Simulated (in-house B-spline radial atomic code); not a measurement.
Orbital energies and mean radii along the 66-electron series, configuration [Xe] 4f12. The effective charge is n√(-2ε), a non-relativistic measure. Computed with a radial B-spline atomic code at the basis-set limit: non-relativistic Hartree-Fock, average of the configuration, point nuclei.

This level leaves out relativity, spin-orbit splitting included, which matters for heavy ions.

```csv
ion,Z,energy of 3p (Eh),mean radius of 3p (bohr),energy of 4f (Eh),mean radius of 4f (bohr),energy of 3d (Eh),mean radius of 3d (bohr),effective charge of 3p
Er2+,68,-67.429,0.23182,-1.1914,0.75361,-54.624,0.20492,34.839
Tm3+,69,-70.725,0.22777,-1.9798,0.70159,-57.644,0.20111,35.68
Yb4+,70,-74.176,0.22386,-2.8663,0.66022,-60.818,0.19744,36.54
Lu5+,71,-77.773,0.22007,-3.8428,0.62569,-64.135,0.1939,37.415
```

Task: How does the screening of 3p change?

Result: Z less the effective charge goes from 33.16 at Z = 68 to 33.58 at Z = 71.
